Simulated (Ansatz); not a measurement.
Stepwise reaction of `C[O][Ge]([F])([F])[SeH]` with hydrogen, as a gas-phase model of exchange steps in deposition or etching. ΔE in kJ/mol.

Calculated with Ansatz (gas phase, PBE0-D4/def2-TZVP geometries, no zero-point term in ΔE). CCSD(T)/CBS is the MP2 limit (def2-TZVPP, def2-QZVPP) plus CCSD(T) − MP2 in def2-TZVPP, frozen cores. This one scheme is used for every species. Functionals use def2-TZVPP. B3LYP here is the variant with VWN-RPA as its local correlation; programs differ in this. For Ge, Se outer-core shells are correlated without core-valence functions, which leaves a few kJ/mol of doubt a bond. Scalar relativity is left out up to krypton. Each species was taken in one conformer, which may not be the lowest.

```
step                                                      reaction  PBE-D4  B3LYP-D4  ωB97M-V  CCSD(T)/CBS
   1  `C[O][Ge]([F])([F])[SeH]` + H₂ → `C[O][GeH]([F])[SeH]` + H–F    45.1      50.4     50.1         44.3
   2          `C[O][GeH]([F])[SeH]` + H₂ → `C[O][GeH2][SeH]` + H–F    50.8      54.7     54.0         47.0
```

(1) By hand: ΔE of the 2 steps together at CCSD(T)/CBS.

## Answers

(1) (44.3) + (47.0) = 91.3 kJ/mol, or 45.6 kJ/mol a step.

In ΔE the steps differ by no more than 2.7 kJ/mol. All are uphill at CCSD(T)/CBS. PBE-D4 differs from CCSD(T)/CBS by 0.8 to 3.8 kJ/mol a step. Isolated molecules leave out the surface, adducts and barriers. Largest T1 diagnostic: 0.011.
